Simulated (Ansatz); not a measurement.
System: PbI (charge +1, singlet). 
Geometry from a B3LYP-D3(BJ)/def2-TZVP (Ansatz, a first-principles code) optimisation:
SMILES: [I][Pb+]
```xyz
2

Pb     0.0000     0.0000    -1.0593
I      0.0000     0.0000     1.6389
```
Charge +1, spin multiplicity 1.

Parts of the frozen-core correlation energy in def2-SVP (Ansatz, hartree). Frozen orbitals: 18; correlated occupied orbitals by spin: 5 and 5; virtual: 29 and 29. Spin-orbit coupling is left out. Past Kr the def2 sets carry scalar-relativistic core potentials.

```
term                            value
-------------------------  ----------
reference (HF)             -488.30648
MP2 opposite-spin            -0.10234
MP2 same-spin                -0.03554
CCSD correlation             -0.15439
(T)                          -0.00606
CCSDT minus CCSD(T)          -0.00084
T1 diagnostic                   0.029
largest doubles amplitude       0.071
```
